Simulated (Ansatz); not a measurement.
System: H₄N (cation, charge +1), singlet: flattening of a tetrahedron along the D2d path, bond length relaxed. Scanned: the two opposite H-N-H angles (109.47 = tetrahedral, 180 = square planar). Other coordinates (N-H bond length) were minimised at PBE0/def2-TZVP.

The free coordinates were minimised at PBE0/def2-TZVP in PySCF; the energy column is CCSD(T) on RHF/aug-cc-pVQZ, frozen core (Ansatz, a program for electronic structure), in kcal/mol.

| a / ° | N-H bond length / Å | E |
|---|---|---|
| 90 | 1.027 | 16.3 |
| 96.50 | 1.025 | 7.1 |
| 101.50 | 1.024 | 2.7 |
| 106.34 | 1.024 | 0.4 |
| 109.47 | 1.024 | 0.0 |
| 116.50 | 1.024 | 2.0 |
| 123 | 1.025 | 7.3 |
| 133 | 1.029 | 21.3 |
| 143 | 1.033 | 41.4 |
| 153 | 1.038 | 65.8 |
| 163 | 1.041 | 91.2 |
| 173 | 1.042 | 111.4 |
| 180 | 1.041 | — |

Dashes: no converged value, or the column stops at the first point that the program doubted or that broke a chosen test of continuity, which isn't proof of a fault.
